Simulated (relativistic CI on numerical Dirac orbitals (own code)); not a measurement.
# Sc²⁺: resonant inelastic scattering at the L2,3 edge

Computed with this model: Dirac-Coulomb-Breit CI, orbitals from a KLI potential per configuration, model QED, valence Slater integrals scaled by 0.9, Kramers-Heisenberg scattering through one core-hole configuration in a parametric crystal field; configurations [Ar] 3d → [He] 2s2 2p5 3s2 3p6 3d2; 300 K; core-hole width 0.6 eV; summed over polarisations. Incident energies are the highest absorption maxima for each field (at most a few, so the weaker spin-orbit partner edge can be absent), on the computed scale of the free ion. Intensities are in per cent of the strongest line above 0.02 eV; levels within 1 cm⁻¹ are merged; final levels count from the ground level, the first row holds all elastic scattering, lines under 0.4 are left out and each table stops after 24 rows. The scale of the Slater integrals is a model choice and moves the terms in proportion.

Field parameters in Wybourne normalisation: Oh B⁴₀ = 21Dq, B⁴₄ = √(5/14) B⁴₀. The field is a parameter set, without covalency.

S is read from ⟨S²⟩ = S(S + 1).

Oh, 10Dq = 3250 cm⁻¹:

```csv
Final level (eV),Degeneracy,Irrep,S,402.8 eV,405.1 eV,407 eV
0.000,4,Γ8,0.50,197.0,89.5,306.1
0.012,2,Γ7,0.50,13.8,1.9,60.1
0.407,4,Γ8,0.50,32.6,15.7,100.0
```

Oh, 10Dq = 7350 cm⁻¹:

| Final level (eV) | Degeneracy | Irrep | S | 403 eV | 405.5 eV | 407.2 eV |
| --- | --- | --- | --- | --- | --- | --- |
| 0.000 | 4 | Γ8 | 0.50 | 189.6 | 78.3 | 285.4 |
| 0.012 | 2 | Γ7 | 0.50 | 7.9 | 2.1 | 45.0 |
| 0.916 | 4 | Γ8 | 0.50 | 33.5 | 17.8 | 100.0 |

For the first field the strongest loss at the lowest incident energy is the level at 0.41 eV (S = 0.50, against 0.50 in the thermal ground state).
